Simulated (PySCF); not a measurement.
BiF₃, SMILES [F][Bi]([F])[F].

The structure is a stationary point at B3LYP-D3(BJ)/def2-SVP. The isomer is the one that the SMILES or the coordinates give; other isomers of the formula were not compared. The def2 effective core potentials stand for the cores of Bi; spin–orbit coupling is left out.

The numbers are results of PySCF 2.14.0 with B3LYP-D3(BJ)/def2-SVP, not measurements.

Frequencies are harmonic and unscaled.

Modes within 1.5 cm⁻¹ of each other (mostly degenerate sets) share a row, with their intensities summed.

```tsv
mode	ν (cm⁻¹)	IR (km/mol)	Raman (Å⁴/amu)	depolarisation	moving atoms (share of kinetic energy)
1–2	166	10.8	2.4	0.75	F 96 %
3	189	20.6	1.3	0.73	F 86 %, Bi 14 %
4–5	590	147.3	12.3	0.75	F 91 %, Bi 9 %
6	604	41.9	10.2	0.00	F 92 %
```
